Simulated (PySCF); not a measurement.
Excitations are Tamm–Dancoff values on a coarser integration grid. The basis has no diffuse functions, so Rydberg states are missing or too high.

## C₃H₃F, SMILES `C(=C)=CF` (charge 0, multiplicity 1)

Method: ωB97X-D3(BJ)/def2-TZVP // B3LYP-D3(BJ)/def2-TZVP in PySCF.

The HOMO comes out as -9.95 eV and the dipole moment is 1.80 D. The LUMO is 1.53 eV and the HOMO–LUMO gap is 11.48 eV. The S1 excitation (TDA) is 5.10 eV and the S1 oscillator strength comes out as 0.001. The brightest of the four lowest singlets (TDA) comes out as 8.61 eV. The T1 excitation (TDA) comes out as 4.57 eV, the S1–T1 gap (TDA) comes out as 0.52 eV and the total energy is -216.0279 Ha. The cost comes out as roughly 100 core-seconds.

Bonds (Å): C1–C2 1.300, C1–H5 1.085, C1–H6 1.085, C2–C3 1.299, C3–F4 1.356, C3–H7 1.081. Angles (°): C2–C1–H5 121.5, C2–C1–H6 121.5, H5–C1–H6 117.0, C1–C2–C3 178.2, C2–C3–F4 122.3, C2–C3–H7 125.1, F4–C3–H7 112.6.
